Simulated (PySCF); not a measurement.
# Si(vinyl)3(NHtBu): 4 charge schemes on one density

Compound: Si(vinyl)3(NHtBu), C10H19NSi.
Cartesian coordinates in Å at the PBE0-D3(BJ)/def2-SVP level; atoms count from 1:
```
atom  x, y, z in Å
Si1    0.2635    0.5510    0.7001
C2     0.3294    0.2534    2.5509
C3     0.7949    1.1450    3.4338
H4    -0.0361   -0.7055    2.9451
H5     1.1701    2.1259    3.1188
H6     0.8218    0.9440    4.5109
C7     1.9997    0.8167    0.0212
C8     3.1318    0.6680    0.7195
H9     2.0981    1.1132   -1.0338
H10    3.1190    0.3824    1.7776
H11    4.1207    0.8268    0.2729
C12   -0.6872    2.1257    0.3194
C13   -1.4679    2.7665    1.1970
H14   -0.5829    2.5702   -0.6803
H15   -1.6124    2.3929    2.2170
H16   -1.9961    3.6925    0.9410
N17   -0.5208   -0.8717    0.0734
C18   -0.7258   -1.3040   -1.3045
C19    0.4642   -2.1429   -1.7891
C20   -2.0050   -2.1434   -1.3593
C21   -0.8897   -0.0823   -2.2061
H22   -0.4864   -1.6633    0.7093
H23    0.3191   -2.4974   -2.8221
H24    1.3927   -1.5531   -1.7490
H25    0.6012   -3.0258   -1.1444
H26   -1.9209   -3.0200   -0.6961
H27   -2.2012   -2.5132   -2.3777
H28   -2.8664   -1.5470   -1.0243
H29    0.0207    0.5385   -2.2121
H30   -1.7320    0.5410   -1.8717
H31   -1.0773   -0.3950   -3.2437
```

Density: PBE0/pcSseg-1 (PySCF); schemes: Mulliken, IAO, Hirshfeld and ESP-fitted. One conformer (not necessarily the lowest) at the PBE0-D3(BJ)/def2-SVP geometry, without solvent, vibrations or thermal averaging.

What partial charge does each atom carry?

In e; atoms taken as equivalent share a row and are averaged (×n: the atom named and its like, n in all):

```csv
atom,environment,Mulliken,IAO,Hirshfeld,ESP-fitted
Si1,silicon bonded to 3 C and N,+1.276,+1.133,+0.398,+0.614
C2/C7/C12,"carbon bonded to C, Si and H",-0.522,-0.435,-0.140,-0.276
C3/C8/C13,carbon bonded to C and 2 H,-0.175,-0.271,-0.083,-0.330
H4/H9/H14,hydrogen on C2,+0.126,+0.141,+0.038,+0.149
H5/H10/H15,hydrogen on C3,+0.125,+0.143,+0.039,+0.161
H6,hydrogen on C3,+0.122,+0.144,+0.047,+0.165
H11,hydrogen on C8,+0.116,+0.141,+0.043,+0.151
H16,hydrogen on C13,+0.117,+0.141,+0.044,+0.153
N17,"nitrogen bonded to C, Si and H",-0.638,-0.668,-0.236,-0.892
C18,carbon bonded to 3 C and N,-0.322,+0.164,+0.070,+0.915
C19/C20/C21,carbon bonded to C and 3 H,-0.181,-0.410,-0.121,-0.605
H22,hydrogen on N17,+0.194,+0.244,+0.104,+0.339
H23 (×9),hydrogen on C19,+0.113,+0.133,+0.037,+0.140
```

Mean size of the charges over all atoms: ESP-fitted 0.292 e, IAO 0.259 e, Mulliken 0.232 e, Hirshfeld 0.082 e. Each set sums to the total charge, 0, to within 0.001 e. The Mulliken scheme counts on each atom the diagonal of the density matrix times the overlap matrix over that atom's basis functions.

Some averages cover members that differ in this geometry: C2/C7/C12, ESP-fitted -0.336 to -0.184; C3/C8/C13, ESP-fitted -0.381 to -0.301; C19/C20/C21, Mulliken -0.224 to -0.156; C19/C20/C21, ESP-fitted -0.625 to -0.568 e.

Lowest charge. All schemes agree: Mulliken N17 (-0.638); IAO N17 (-0.668); Hirshfeld N17 (-0.236); ESP-fitted N17 (-0.892).

Highest charge. The schemes don't all agree: Mulliken Si1 (+1.276); IAO Si1 (+1.133); Hirshfeld Si1 (+0.398); ESP-fitted C18 (+0.915).

How closely do the schemes follow one another over all atoms?

Correlation coefficient and root-mean-square difference: IAO with Hirshfeld 1.00, 0.224 e; Mulliken with Hirshfeld 0.93, 0.233 e; Mulliken with IAO 0.93, 0.124 e; IAO with ESP-fitted 0.86, 0.190 e; Hirshfeld with ESP-fitted 0.85, 0.280 e; Mulliken with ESP-fitted 0.63, 0.305 e.

How many electrons does the Mulliken scheme count on C20?

Its own charge is -0.162 e, so Z − q = 6.162.

The run behind these numbers computed NMR shieldings as well. The run took 58 s wall, 2.3 min CPU (grids of density and orbitals included) on 2 threads, Intel Xeon 6975P-C (x86_64), shared host with 192 logical CPUs at a one-minute load of 29, and the process peaked at 2.4 GiB of memory.
